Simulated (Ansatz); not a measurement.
Gas-phase reaction R1 → P1 + P2, each structure at its B3LYP-D3(BJ)/def2-TZVP stationary point, reached from a drawn start (curvature not checked).
R1, F2OTi (SMILES [O]=[Ti]([F])[F]) (charge 0, multiplicity 1):
```xyz
4

Ti    -0.0051    -0.0002    -0.0504
O      1.5987    -0.0088     0.0093
F     -0.7878     1.6185     0.0138
F     -0.8057    -1.6095     0.0275
```
P1, FOTi (SMILES [O]=[Ti][F]) (charge 0, multiplicity 2):
```xyz
3

Ti     0.06740     0.00465    -0.54816
O      1.48955    -0.00604     0.23811
F     -1.55695     0.00139     0.31015
```
P2: F atom, charge 0, multiplicity 2.

P less R. No zero-point or thermal terms; singlets are restricted closed shells; open shells are unrestricted; no spin–orbit coupling. The spin states of the d-block species are the ones drawn and need not be the lowest.

Cores are frozen in the correlated methods.

Run with Ansatz (a quantum-chemistry and plane-wave program) with Gaussian orbitals. All values are computed, each at the level named.

Total energies in hartree:

```
structure  PBE/def2-TZVPP  PBE0/def2-TZVPP  CCSD(T)/def2-QZVPP
---------  --------------  ---------------  ------------------
R1           -1124.226627     -1124.210616        -1123.455893
P1           -1024.314186     -1024.308390        -1023.569800
P2             -99.669123       -99.676173          -99.651180
```

Task: Work out the reaction energy at each level in kJ/mol (1 hartree = 2625.49964 kJ/mol), and say how far PBE/def2-TZVPP lies from CCSD(T)/def2-QZVPP.

Result: 
- PBE/def2-TZVPP: (-1024.314186) + (-99.669123) − (-1124.226627) = 0.243318 hartree = 638.8 kJ/mol
- PBE0/def2-TZVPP: (-1024.308390) + (-99.676173) − (-1124.210616) = 0.226053 hartree = 593.5 kJ/mol
- CCSD(T)/def2-QZVPP: (-1023.569800) + (-99.651180) − (-1123.455893) = 0.234913 hartree = 616.8 kJ/mol
PBE/def2-TZVPP less CCSD(T)/def2-QZVPP: 22.0 kJ/mol. CCSD(T)/def2-QZVPP is the level counted from, the highest shown, and no exact or measured value.
